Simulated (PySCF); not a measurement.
**Bond curve of GeB**

Set-up: Ge cc-pVDZ-PP with ECP10, B cc-pVDZ; scalar-relativistic core potentials (PySCF 2.14). Energies in eV from Ge + B in their ground configurations at the same level. State: ⁴Σ⁻ (quartet), unpaired electrons σ ↑, π ↑↑.

All columns are PBE. A positive dipole means Ge(−)B(+).

| R (Å) | E (eV) | μ (D) | Mulliken charge on Ge (basis-dependent) | HOMO (eV) | LUMO (eV) | Mayer bond order | ⟨S²⟩ |
| --- | --- | --- | --- | --- | --- | --- | --- |
| 1.715 | -2.467 | -0.74 | 0.21 | -5.16 | -4.47 | 2.02 | 3.75 |
| 1.795 | -2.971 | -0.84 | 0.19 | -5.22 | -4.33 | 2.00 | 3.75 |
| 1.874 | -3.261 | -0.92 | 0.17 | -5.27 | -4.20 | 1.97 | 3.75 |
| 1.934 | -3.374 | -0.98 | 0.16 | -5.30 | -4.11 | 1.94 | 3.75 |
| 1.994 | -3.420 | -1.03 | 0.15 | -5.33 | -4.03 | 1.92 | 3.75 |
| 2.054 | -3.414 | -1.06 | 0.14 | -5.35 | -3.96 | 1.89 | 3.75 |
| 2.134 | -3.346 | -1.10 | 0.14 | -5.35 | -3.87 | 1.84 | 3.75 |
| 2.233 | -3.197 | -1.11 | 0.13 | -5.22 | -3.77 | 1.78 | 3.75 |
| 2.353 | -2.965 | -1.09 | 0.11 | -5.08 | -3.66 | 1.70 | 3.75 |
| 2.512 | -2.621 | -1.00 | 0.10 | -4.94 | -3.69 | 1.60 | 3.75 |

A fit through these points gives, at Re = 2.015 Å, μ = -1.04 D and dμ/dR = -0.651 D/Å; the reduced mass is 9.582 u.

How strong is the fundamental in the double-harmonic approximation, I = 42.26·(dμ/dR)²/μred km/mol?

I = 42.26·(-0.651)²/9.582 = 1.87 km/mol at PBE.

Spin–orbit coupling is left out. The state was picked by a PBE0 search and need not be the measured ground state.
